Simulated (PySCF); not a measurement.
Compound: C6H6OSi.
SMILES with atom numbers: `[CH3:1][C:2]#[C:3][Si@@H:4]1[CH:5]=[CH:6][C:7]1=[O:8]` (hydrogens: H9, H10, H11 on C1; H12 on Si4; H13 on C5; H14 on C6)

Geometry (GFN2-xTB, Å), atoms numbered from 1 in this order:
```
atom  x, y, z in Å
C1     3.3493    0.1517    0.2439
C2     1.9193   -0.0038    0.3594
C3     0.7245   -0.1436    0.4546
Si4   -1.0996   -0.3054    0.5963
C5    -1.9791   -1.0536   -0.9228
C6    -2.6108    0.0689   -1.3060
C7    -2.1830    1.0564   -0.2927
O8    -2.4644    2.2213   -0.1640
H9     3.5937    0.6652   -0.6857
H10    3.8311   -0.8258    0.2471
H11    3.7280    0.7364    1.0819
H12   -1.4967   -0.7956    1.9141
H13   -2.0370   -2.0120   -1.4146
H14   -3.2760    0.2395   -2.1387
```

Computed, not measured: TDDFT CAM-B3LYP/def2-SVPD, vertical, gas phase, core orbitals frozen in the response (PySCF 2.14.0, density-fitted response routines).

Task: What does the calculation give for the low-lying excited states?

Result: 

```tsv
state	E (eV)	λ (nm)	ν̃ (cm⁻¹)	f	|μ| (D)	main configurations (H = HOMO, L = LUMO)
S1	3.23	384.2	26030	0.0020	0.40	H→L (91%)
S2	5.34	232.2	43060	0.032	1.26	H→L+1 (69%)
S3	5.40	229.8	43520	0.0048	0.48	H→L+2 (45%), H→L+4 (24%), H→L+3 (9%)
S4	5.72	216.9	46100	0.038	1.32	H-1→L (45%), H-4→L (16%), H-1→L+1 (13%)
S5	5.92	209.4	47760	0.010	0.68	H-1→L+1 (41%), H-4→L (19%), H-1→L (9%)
S6	6.03	205.7	48620	0.021	0.95	H→L+4 (21%), H-3→L (20%), H-2→L+1 (11%)
S7	6.21	199.5	50130	0.0048	0.45	H-2→L+1 (22%), H-1→L+2 (18%), H-2→L (15%)
S8	6.38	194.2	51490	0.156	2.54	H-3→L (49%), H→L+4 (9%)
```

Triplets (Tamm–Dancoff): T1 2.74 eV, H→L (86%); T2 3.95 eV, H-3→L (85%); T3 4.71 eV, H→L+1 (54%), H-2→L+1 (15%).

The lowest singlet lies at 3.23 eV (384 nm, visible) and is very weak; its leading configuration is HOMO→LUMO (91%). The strongest level in the table is S8 at 6.38 eV (194 nm, f = 0.156). It is the last of those listed, so stronger ones may follow. Löwdin shares by element: HOMO oxygen 44%, carbon 28% or more, silicon 12% (atoms not listed hold the other 17%); LUMO carbon 66% or more, oxygen 19%. Of the 8 states listed, 5 reach f = 0.01 and none stays under 0.0005. The oscillator strengths of these states sum to 0.268; summed over the whole spectrum of an exact calculation they would give the number of electrons, 64 (Thomas–Reiche–Kuhn). Orbital energies (eV): HOMO-3 -9.85, HOMO-2 -9.62, HOMO-1 -9.31, HOMO -7.97, LUMO -0.56, LUMO+1 0.44, LUMO+2 0.99. S1 lies in the visible range (380 to 750 nm), at 384 nm, f = 0.0020; light of that wavelength is violet, and its complementary colour is yellow-green; a Tamm–Dancoff triplet lies at 453 nm, without intensity as long as spin–orbit coupling is left out. Singlets were solved by full linear response, triplets in the Tamm–Dancoff approximation.

On one thread of an Arm Neoverse N1, shared host with 64 logical CPUs at a one-minute load of 60, this took 88 s and 0.98 GiB of memory at its peak.
